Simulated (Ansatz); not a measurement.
One geometry of `OC1BC=C1`, several functionals.

```yaml
crystal:
  periodic: [false, false, false]
  atoms:
    - {symbol: O, position_ang: [-0.856586, -0.859280, -1.460697]}
    - {symbol: C, position_ang: [-0.620616, -0.443499, -0.144716]}
    - {symbol: B, position_ang: [0.830546, -0.680134, 0.477878]}
    - {symbol: C, position_ang: [0.878169, 0.692294, 1.070961]}
    - {symbol: C, position_ang: [-0.002004, 0.911205, 0.057610]}
    - {symbol: H, position_ang: [-1.788531, -0.753069, -1.663106]}
    - {symbol: H, position_ang: [-1.456301, -0.627223, 0.530151]}
    - {symbol: H, position_ang: [1.686407, -1.441051, 0.148117]}
    - {symbol: H, position_ang: [1.514149, 1.384263, 1.600496]}
    - {symbol: H, position_ang: [-0.102233, 1.765396, -0.613792]}
basis:
  gaussian: {orbitals: def2-TZVPP}
hamiltonian: {xc: pbe, dispersion: d4}
output: {forces: true, orbitals: {seedname: orbitals}}
```

```sh
$ ansatz run in.yaml --threads 2 --pin off --events-out ev --progress --plain --max-ram 4352MiB
```

Output, abridged:

```
Functional definition: PBE
1155 factors; their error is unknown
mean field evaluation 1: about -5896.2122 eV, gradient 7.4e1 eV
mean field evaluation 2: about -5871.4213 eV, gradient 1.3e2 eV
mean field evaluation 4: about -5908.3026 eV, gradient 1.3e1 eV
mean field evaluation 8: about -5908.6378 eV, gradient 3.2e-1 eV
mean field evaluation 16: about -5908.6109 eV, gradient 1.4e-2 eV
mean field -5908.61094752 eV, -217.1374473210 hartree, gradient 9.5e-6 eV, S^2 0.000000; 0 other end points of the search recorded, 0 dependent functions left out
reference -5908.61098951 eV, -217.1374488640 hartree; 18, 18 occupied and 207, 207 virtual orbitals, 1155 factors
Total energy: -5908.78750160 eV, -217.1439355639 hartree
Atom 0 at    -0.856586    -0.859280    -1.460697 Å, force     0.368311    -0.215325    -0.415399 eV/Å
Atom 1 at    -0.620616    -0.443499    -0.144716 Å, force    -0.100921    -0.009334     0.126627 eV/Å
Atom 2 at     0.830546    -0.680134     0.477878 Å, force     0.081461    -0.102401     0.093667 eV/Å
Atom 3 at     0.878169     0.692294     1.070961 Å, force     0.309933    -0.022235     0.390403 eV/Å
Atom 4 at    -0.002004     0.911205     0.057610 Å, force    -0.240725     0.130422    -0.150567 eV/Å
Atom 5 at    -1.788531    -0.753069    -1.663106 Å, force    -0.464827     0.032642    -0.100870 eV/Å
Atom 6 at    -1.456301    -0.627223     0.530151 Å, force    -0.171727    -0.048596     0.173302 eV/Å
Atom 7 at     1.686407    -1.441051     0.148117 Å, force     0.092654    -0.077376    -0.062984 eV/Å
Atom 8 at     1.514149     1.384263     1.600496 Å, force     0.131416     0.141684     0.134601 eV/Å
Atom 9 at    -0.102233     1.765396    -0.613792 Å, force    -0.005574     0.170520    -0.188780 eV/Å
Dipole moment:    -0.325907     0.329321     0.069089 e Å
```

Run time 3.6 s (2 threads of an Arm Neoverse V1 on a shared host); peak host memory 0.24 GiB.

With the line `hamiltonian: {xc: {name: r2SCANh}, dispersion: d4}` and no forces (abridged; 6.5 s):

```
Functional definition: r2SCANh
mean field evaluation 16: about -5912.4210 eV, gradient 7.7e-4 eV
mean field -5912.42103404 eV, -217.2774654179 hartree, gradient 5.2e-5 eV, S^2 0.000000
Total energy: -5912.46558664 eV, -217.2791026959 hartree
```

Changing it to `hamiltonian: {xc: {name: LC-wPBE}}` and no forces (abridged; 3.6 s):

```
Functional definition: LC-wPBE
mean field evaluation 16: about -5912.1171 eV, gradient 2.8e-4 eV
mean field -5912.11711528 eV, -217.2662966096 hartree, gradient 2.5e-5 eV, S^2 0.000000
Total energy: -5912.11711529 eV, -217.2662966098 hartree
```

The same input with `hamiltonian: {xc: {name: BHLYP}, dispersion: d4}` and no forces (abridged; 3.8 s):

```
Functional definition: BHLYP
mean field evaluation 16: about -5912.7407 eV, gradient 2.2e-4 eV
mean field -5912.74072517 eV, -217.2892138503 hartree, gradient 3.5e-5 eV, S^2 0.000000
Total energy: -5912.93935674 eV, -217.2965134258 hartree
```

Changing it to `hamiltonian: {xc: lda}` and no forces (abridged; 1.7 s):

```
Functional definition: SPW92
mean field evaluation 16: about -5864.2015 eV, gradient 2.5e-4 eV
mean field -5864.20152270 eV, -215.5054310608 hartree, gradient 7.8e-5 eV, S^2 0.000000
Total energy: -5864.20156145 eV, -215.5054324846 hartree
```

The same input with `hamiltonian: {xc: {name: r2SCAN0}, dispersion: d4}` and no forces (abridged; 6 s):

```
Functional definition: r2SCAN0
mean field evaluation 16: about -5912.0429 eV, gradient 2.5e-4 eV
mean field -5912.04292438 eV, -217.2635701443 hartree, gradient 3.3e-5 eV, S^2 0.000000
Total energy: -5912.09200001 eV, -217.2653736406 hartree
```
